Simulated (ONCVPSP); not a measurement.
**Reading a pseudo-wave (Al)**

Columns: radius, all-electron u(r) and pseudo u(r) of the 3p shell (level -2.78 eV) of aluminium in the configuration [Ne] 3s2 3p1; LDA (Perdew-Wang 92), scalar-relativistic, ONCV scheme, ONCVPSP 4.0.1.

| r (bohr) | all-electron | pseudo |
| --- | --- | --- |
| 0.145 | -0.1203 | 0.0052 |
| 0.290 | -0.2103 | 0.0208 |
| 0.435 | -0.2069 | 0.0461 |
| 0.580 | -0.1463 | 0.0799 |
| 0.725 | -0.0598 | 0.1206 |
| 0.870 | 0.0343 | 0.1662 |
| 1.015 | 0.1259 | 0.2151 |
| 1.160 | 0.2101 | 0.2655 |
| 1.305 | 0.2847 | 0.3155 |
| 1.450 | 0.3489 | 0.3631 |
| 1.595 | 0.4030 | 0.4068 |
| 1.740 | 0.4475 | 0.4456 |
| 1.885 | 0.4829 | 0.4791 |
| 2.030 | 0.5102 | 0.5067 |
| 2.175 | 0.5301 | 0.5280 |
| 2.320 | 0.5435 | 0.5427 |
| 2.465 | 0.5513 | 0.5511 |
| 2.610 | 0.5542 | 0.5542 |
| 2.755 | 0.5529 | 0.5529 |
| 2.900 | 0.5482 | 0.5482 |
| 3.045 | 0.5406 | 0.5406 |
| 3.190 | 0.5305 | 0.5305 |
| 3.335 | 0.5185 | 0.5185 |
| 3.480 | 0.5050 | 0.5050 |
| 3.625 | 0.4902 | 0.4902 |
| 3.770 | 0.4746 | 0.4745 |

**Question.** How many radial nodes do the two functions have?

**Answer.** The all-electron 3p function has n − l − 1 = 1; the pseudo-wave has 0, since the states of the same l below it are removed with the core.

**Question.** At about which radius was the pseudo-wave matched?

**Answer.** 2.90 bohr. The columns agree to 0.0005 from 2.46 bohr on; several derivatives are matched, so the curves merge somewhat inside the radius.

**Question.** Is the pseudo-wave norm-conserving?

**Answer.** Yes: the ONCV scheme keeps the norm inside the radius equal to the all-electron one, which fixes the energy derivative of the logarithmic derivative at the level.
